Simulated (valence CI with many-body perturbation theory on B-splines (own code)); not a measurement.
**E1 line list for Ho³⁴⁺**

Level of theory: configuration interaction combined with many-body perturbation theory (CI+MBPT): five valence electrons over a frozen Dirac-Fock core [Ar] 3d10, a basis of 11 s, 11 p, 10 d, 8 f, 5 g, 2 h functions for each j, with the one-electron correlation potential Σ1 (screened to all orders), the two-electron term Σ2, the three-electron term Σ3, Breit, model QED; selected single and double excitations, second order for the rest, scaled by the run's own slope (own B-spline code, finite nucleus).

No measured spectrum was set against this ion. As an estimate, large intervals hold to a few tenths of a per cent, small ones and those within an open d or f shell to about a per cent. Among the levels kept, up to 2100 cm⁻¹ of a level comes from second order outside the variational space, and about a tenth of that is noise between levels of different J, which matters for small intervals.

Lines 151 to 200 of 558 in falling wavelength, among levels below 29.640 Ry, chosen from the strongest by gf and those to the six lowest levels. Wavelengths and rates use the calculated energies. Electric multipoles are in the length gauge with retardation, E1 and E2 with the static RPA response of the core. Weak lines are less certain than strong ones. Lines between different terms over intervals too small for the method are left out, as are lines whose strength nearly cancels. Where a level lies close to another of its J and parity, the split of strength between their lines is uncertain. The highest levels of a list are the least certain.

Levels are named by their leading jj configuration (3d3/2^4 stands for four electrons in 3d with j = 3/2), which in mixed levels can hold well under half, so a name can repeat and another be missing. Letters in brackets count levels of one name in rising energy.

| λ vac (Å) | Upper | Lower | A (s⁻¹) | S (a.u.) |
| --- | --- | --- | --- | --- |
| 84.32 | (4s 4p1/2 4p3/2^2 4d3/2) J=5/2 [d] | (4s^2 4p1/2 4p3/2 4d3/2) J=5/2 [a] | 6.69e+10 | 1.19e-01 |
| 84.17 | (4s^2 4p1/2 4p3/2 4f5/2) J=5/2 [b] | (4s^2 4p1/2 4p3/2 4d5/2) J=7/2 [b] | 4.36e+10 | 7.70e-02 |
| 84.10 | (4s 4p1/2 4p3/2^2 4d5/2) J=5/2 [g] | (4s^2 4p1/2 4p3/2 4d3/2) J=3/2 [b] | 2.61e+10 | 4.59e-02 |
| 84.09 | (4s 4p1/2^2 4p3/2 4d5/2) J=5/2 [a] | (4s^2 4p1/2^2 4d3/2) J=3/2 | 8.08e+08 | 1.42e-03 |
| 83.99 | (4s^2 4p1/2 4d3/2 4d5/2) J=7/2 | (4s^2 4p1/2 4p3/2 4d3/2) J=5/2 [a] | 4.99e+10 | 1.17e-01 |
| 83.91 | (4s 4p1/2 4p3/2^2 4d5/2) J=3/2 [d] | (4s^2 4p1/2 4p3/2 4d5/2) J=3/2 [a] | 9.66e+10 | 1.13e-01 |
| 83.86 | (4s 4p1/2 4p3/2^2 4d3/2) J=5/2 [d] | (4s^2 4p1/2 4p3/2 4d3/2) J=3/2 [a] | 2.49e+10 | 4.35e-02 |
| 83.81 | (4s 4p1/2^2 4p3/2 4d3/2) J=1/2 [b] | (4s^2 4p1/2^2 4d3/2) J=3/2 | 2.11e+11 | 1.23e-01 |
| 83.77 | (4s 4p1/2 4p3/2^2 4d5/2) J=9/2 [c] | (4s^2 4p1/2 4p3/2 4d5/2) J=9/2 | 1.40e+11 | 4.07e-01 |
| 83.76 | (4s 4p1/2 4p3/2^2 4d5/2) J=5/2 [g] | (4s^2 4p1/2 4p3/2 4d3/2) J=5/2 [b] | 3.59e+10 | 6.25e-02 |
| 83.60 | (4s^2 4p1/2^2 4d5/2) J=5/2 | (4s^2 4p1/2^2 4p3/2) J=3/2 | 1.77e+11 | 3.06e-01 |
| 83.48 | (4s 4p1/2 4p3/2^2 4d5/2) J=5/2 [e] | (4s^2 4p1/2 4p3/2 4d5/2) J=7/2 [a] | 5.33e+10 | 9.19e-02 |
| 83.43 | (4s^2 4p3/2 4d3/2 4d5/2) J=7/2 [c] | (4s^2 4p3/2^2 4d3/2) J=7/2 | 1.09e+11 | 2.50e-01 |
| 83.34 | (4s^2 4p1/2 4d3/2^2) J=3/2 | (4s^2 4p1/2 4p3/2 4d3/2) J=1/2 [a] | 3.39e+10 | 3.87e-02 |
| 83.29 | (4s 4p1/2 4p3/2^2 4d5/2) J=3/2 [f] | (4s^2 4p1/2 4p3/2 4d5/2) J=3/2 [b] | 3.41e+10 | 3.89e-02 |
| 83.21 | (4s^2 4p1/2 4p3/2 4d5/2) J=3/2 [a] | (4s^2 4p1/2 4p3/2^2) J=3/2 | 1.76e+11 | 2.00e-01 |
| 83.18 | (4s 4p1/2 4p3/2^2 4d5/2) J=1/2 [c] | (4s^2 4p1/2 4p3/2 4d3/2) J=1/2 [c] | 1.46e+11 | 8.28e-02 |
| 83.15 | (4s 4p1/2^2 4p3/2 4d5/2) J=3/2 [b] | (4s 4p1/2^2 4p3/2^2) J=1/2 | 1.21e+11 | 1.37e-01 |
| 83.14 | (4s 4p1/2 4p3/2^2 4d5/2) J=1/2 [b] | (4s 4p1/2 4p3/2^3) J=3/2 | 8.48e+10 | 4.81e-02 |
| 83.14 | (4s 4p1/2 4p3/2^2 4d5/2) J=5/2 [a] | (4s 4p1/2 4p3/2^3) J=3/2 | 3.24e+10 | 5.52e-02 |
| 83.13 | (4s^2 4p1/2 4d5/2^2) J=9/2 | (4s^2 4p1/2 4p3/2 4d5/2) J=9/2 | 6.64e+10 | 1.88e-01 |
| 83.11 | (4s^2 4p1/2 4p3/2 4f5/2) J=1/2 [a] | (4s^2 4p1/2 4p3/2 4d5/2) J=3/2 [b] | 1.76e+11 | 1.00e-01 |
| 83.07 | (4p1/2^2 4p3/2^3) J=3/2 | (4s 4p1/2^2 4p3/2^2) J=3/2 | 2.76e+11 | 3.12e-01 |
| 83.00 | (4s^2 4p1/2 4d5/2^2) J=5/2 | (4s^2 4p1/2 4p3/2 4d5/2) J=3/2 [b] | 6.17e+10 | 1.04e-01 |
| 82.99 | (4s^2 4p1/2 4p3/2 4f7/2) J=7/2 [b] | (4s^2 4p1/2 4p3/2 4d5/2) J=5/2 [b] | 2.19e+10 | 4.93e-02 |
| 82.97 | (4s^2 4p1/2 4p3/2 4d5/2) J=5/2 [a] | (4s^2 4p1/2 4p3/2^2) J=5/2 | 1.50e+11 | 2.54e-01 |
| 82.89 | (4s 4p1/2 4p3/2^2 4d5/2) J=7/2 [f] | (4s^2 4p1/2 4p3/2 4d5/2) J=9/2 | 8.28e+10 | 1.86e-01 |
| 82.87 | (4s 4p1/2 4p3/2^2 4d5/2) J=3/2 [c] | (4s^2 4p1/2 4p3/2 4d3/2) J=3/2 [b] | 4.55e+10 | 5.11e-02 |
| 82.86 | (4s^2 4p1/2 4d5/2^2) J=1/2 | (4s^2 4p1/2 4p3/2 4d5/2) J=1/2 | 1.32e+11 | 7.42e-02 |
| 82.83 | (4s 4p1/2 4p3/2^2 4d5/2) J=5/2 [d] | (4s 4p1/2 4p3/2^3) J=5/2 | 5.65e+10 | 9.51e-02 |
| 82.81 | (4s^2 4p3/2 4d3/2 4d5/2) J=5/2 [b] | (4s^2 4p3/2^2 4d3/2) J=3/2 [a] | 8.44e+10 | 1.42e-01 |
| 82.58 | (4s^2 4p1/2^2 4f5/2) J=5/2 | (4s^2 4p1/2^2 4d5/2) J=5/2 | 7.67e+10 | 1.28e-01 |
| 82.56 | (4s^2 4p1/2 4d5/2^2) J=5/2 | (4s^2 4p1/2 4p3/2 4d5/2) J=7/2 [b] | 2.22e+11 | 3.70e-01 |
| 82.50 | (4s^2 4p3/2 4d3/2 4d5/2) J=7/2 [c] | (4s^2 4p3/2^2 4d5/2) J=9/2 | 2.20e+10 | 4.87e-02 |
| 82.50 | (4s^2 4p3/2 4d3/2 4d5/2) J=1/2 | (4s^2 4p3/2^2 4d3/2) J=3/2 [a] | 2.58e+11 | 1.43e-01 |
| 82.43 | (4s 4p1/2 4p3/2^2 4d5/2) J=5/2 [h] | (4s^2 4p1/2 4p3/2 4d3/2) J=3/2 [b] | 2.29e+10 | 3.80e-02 |
| 82.37 | (4s 4p1/2 4p3/2^2 4d5/2) J=5/2 [b] | (4s^2 4p1/2 4p3/2 4d3/2) J=7/2 | 8.00e+10 | 1.32e-01 |
| 82.36 | (4s^2 4p1/2 4p3/2 4f5/2) J=5/2 [c] | (4s^2 4p1/2 4p3/2 4d5/2) J=7/2 [b] | 3.25e+10 | 5.38e-02 |
| 82.35 | (4s 4p1/2 4p3/2^2 4d5/2) J=7/2 [c] | (4s 4p1/2 4p3/2^3) J=5/2 | 2.41e+10 | 5.31e-02 |
| 82.26 | (4s 4p1/2 4p3/2^2 4d3/2) J=3/2 [e] | (4s 4p1/2 4p3/2^3) J=5/2 | 5.30e+10 | 5.82e-02 |
| 82.25 | (4s 4p1/2 4p3/2^2 4d5/2) J=3/2 [a] | (4s 4p1/2 4p3/2^3) J=3/2 | 1.57e+11 | 1.72e-01 |
| 82.22 | (4s^2 4p1/2 4d3/2^2) J=1/2 | (4s^2 4p1/2 4p3/2 4d3/2) J=3/2 [a] | 1.31e+11 | 7.18e-02 |
| 82.12 | (4s^2 4p3/2 4d3/2 4d5/2) J=5/2 [c] | (4s^2 4p3/2^2 4d3/2) J=5/2 | 2.86e+10 | 4.69e-02 |
| 82.09 | (4s^2 4p1/2 4p3/2 4f7/2) J=7/2 [a] | (4s^2 4p1/2 4p3/2 4d5/2) J=5/2 [a] | 6.57e+10 | 1.44e-01 |
| 81.99 | (4s 4p1/2 4p3/2^2 4d5/2) J=3/2 [c] | (4s^2 4p1/2 4p3/2 4d3/2) J=1/2 [b] | 3.09e+10 | 3.36e-02 |
| 81.99 | (4s^2 4p3/2 4d3/2 4d5/2) J=3/2 [a] | (4s^2 4p3/2^2 4d3/2) J=5/2 | 2.79e+11 | 3.04e-01 |
| 81.90 | (4s 4p1/2 4p3/2^2 4d5/2) J=1/2 [b] | (4s^2 4p1/2 4p3/2 4d3/2) J=1/2 [a] | 1.25e+11 | 6.77e-02 |
| 81.88 | (4s 4p1/2 4p3/2^2 4d5/2) J=7/2 [e] | (4s^2 4p1/2 4p3/2 4d5/2) J=7/2 [a] | 7.23e+10 | 1.57e-01 |
| 81.87 | (4s^2 4p1/2 4p3/2 4d5/2) J=3/2 [c] | (4s^2 4p1/2 4p3/2^2) J=1/2 | 2.64e+11 | 2.86e-01 |
| 81.83 | (4s 4p1/2 4p3/2^2 4d5/2) J=5/2 [c] | (4s^2 4p1/2 4p3/2 4d3/2) J=7/2 | 7.17e+10 | 1.16e-01 |
